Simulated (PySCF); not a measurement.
InF, SMILES [F][In] (connectivity only; charge and spin as stated), neutral, multiplicity 1.

Geometry: r2SCAN-D4/def2-TZVP. The def2 effective core potentials stand for the cores of In; spin–orbit coupling is left out.

All values below come from PBE/def2-TZVPD in PySCF.

Question: Estimate the frontier levels, gap, dipole moment and polarisability. (An estimate is asked for; the answer gives what the named calculation found.)

Answer: 
```yaml
highest_occupied_level: -6.53 eV
lowest_empty_level: -2.26 eV
orbital_gap: 4.27 eV
dipole_moment: 3.16 D
quadrupole, principal values (traceless, Buckingham form, about the centre of nuclear charge): -9.36, 4.68, 4.68 D·Å
mean_static_polarisability: 41.7 bohr³ (6.18 Å³)
polarisability_principal_values: 39.1, 39.1, 47.0 bohr³
```
